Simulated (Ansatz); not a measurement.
A run for Ansatz (an electronic-structure program): R-B3LYP/def2-TZVPP on AlF2HO (SMILES [OH][Al]([F])[F]), a point of a torsion scan.

Ansatz 0.2 input:
```yaml
crystal:
  periodic: [false, false, false]
  atoms:
    - {symbol: O, position_ang: [1.13136893, -0.19774220, 0.20610133]}
    - {symbol: Al, position_ang: [-0.48571745, 0.02417208, 0.10448141]}
    - {symbol: F, position_ang: [-1.20620340, 0.94948972, -1.04492272]}
    - {symbol: F, position_ang: [-1.45158668, -0.71055027, 1.20248730]}
    - {symbol: H, position_ang: [1.98491019, -0.00421312, -0.15530180]}
basis:
  gaussian:
    orbitals: def2-TZVPP
hamiltonian:
  xc: {name: B3LYP}
scf: {lower_state_search: off}
```

The log:

```
WARN ansatz: RAYON_NUM_THREADS=1 ignored (pool sized by the plan → 1); use --threads N
Functional definition: B3LYP
these checks for a lower state are left out or cut short: stability, starts, cluster_reference, orbital_swaps, neighbouring_geometries, increment
integrals: 0.05 GiB planned
815 factors; their error is unknown
mean field: 0.50 GiB planned
mean field evaluation 1: about -14094.2585 eV, gradient 8.2e1 eV
mean field evaluation 2: about -14070.5699 eV, gradient 1.4e2 eV
mean field evaluation 4: about -14103.9134 eV, gradient 8.8e0 eV
mean field evaluation 8: about -14104.0221 eV, gradient 1.7e-2 eV
mean field evaluation 16: about -14104.0503 eV, gradient 4.9e-6 eV
mean field -14104.05029290 eV, -518.3142881955 hartree, gradient 4.9e-6 eV, S^2 0.000000; 0 other end points of the search recorded, 0 dependent functions left out
reference -14104.05051231 eV, -518.3142962585 hartree; 20, 20 occupied and 129, 129 virtual orbitals, 815 factors
Total energy: -14104.05051231 eV, -518.3142962585 hartree
Checks for a lower state left out: stability, starts, cluster_reference, orbital_swaps, neighbouring_geometries, increment
```

The calculation finished and met its thresholds.

Cost: roughly 1.3 core-seconds.
